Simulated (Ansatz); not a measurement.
`CCB(O)BCl` + `C=C(F)S` → `CCB(O)S` + `C=C(F)BCl`  (formal exchange of groups at a B–B bond)

Computed with Ansatz on PBE0-D4/def2-TZVP structures; ΔE is electronic, products minus reactants. CCSD(T)/CBS is the MP2 limit (def2-TZVPP, def2-QZVPP) plus CCSD(T) − MP2 in def2-TZVPP, frozen cores. DFT in def2-TZVPP. B3LYP here is the variant with VWN-RPA as its local correlation; programs differ in this. HSE06 is defined as in plane-wave codes. One conformer a species, not always the lowest.

```json
{"level": "LDA (SPW92)", "ΔE (kcal/mol)": "-40.8", "difference from CCSD(T)/CBS": "0.5"}
{"level": "revPBE-D4", "ΔE (kcal/mol)": "-40.1", "difference from CCSD(T)/CBS": "1.2"}
{"level": "r2SCANh-D4", "ΔE (kcal/mol)": "-42.6", "difference from CCSD(T)/CBS": "-1.3"}
{"level": "HSE06-D4", "ΔE (kcal/mol)": "-41.3", "difference from CCSD(T)/CBS": "0.0"}
{"level": "ωB97X-V", "ΔE (kcal/mol)": "-40.7", "difference from CCSD(T)/CBS": "0.6"}
{"level": "ωB97M-V", "ΔE (kcal/mol)": "-41.8", "difference from CCSD(T)/CBS": "-0.5"}
{"level": "B2PLYP", "ΔE (kcal/mol)": "-42.1", "difference from CCSD(T)/CBS": "-0.8"}
{"level": "PBE-QIDH", "ΔE (kcal/mol)": "-42.4", "difference from CCSD(T)/CBS": "-1.1"}
{"level": "PBE", "ΔE (kcal/mol)": "-40.2", "difference from CCSD(T)/CBS": "1.1"}
{"level": "revPBE", "ΔE (kcal/mol)": "-39.8", "difference from CCSD(T)/CBS": "1.5"}
{"level": "B3LYP", "ΔE (kcal/mol)": "-41.5", "difference from CCSD(T)/CBS": "-0.2"}
{"level": "r2SCANh", "ΔE (kcal/mol)": "-42.6", "difference from CCSD(T)/CBS": "-1.3"}
{"level": "HSE06", "ΔE (kcal/mol)": "-41.3", "difference from CCSD(T)/CBS": "0.0"}
{"level": "HF/def2-SVP", "ΔE (kcal/mol)": "-46.7", "difference from CCSD(T)/CBS": "-5.4"}
{"level": "MP2/def2-SVP", "ΔE (kcal/mol)": "-45.5", "difference from CCSD(T)/CBS": "-4.2"}
{"level": "MP2/CBS(def2)", "ΔE (kcal/mol)": "-42.7", "difference from CCSD(T)/CBS": "-1.4"}
{"level": "CCSD(T)/CBS", "ΔE (kcal/mol)": "-41.3", "difference from CCSD(T)/CBS": "0"}
```

Largest T1 diagnostic among the species: 0.013.

At CCSD(T), def2-SVP lies −2.5 kcal/mol from the extrapolated value and def2-TZVPP −0.3 kcal/mol. In def2-TZVPP, CCSD(T) changes the Hartree–Fock value by +2.1 kcal/mol (the triples alone add +0.1 kcal/mol) and MP2 by +0.7 kcal/mol.
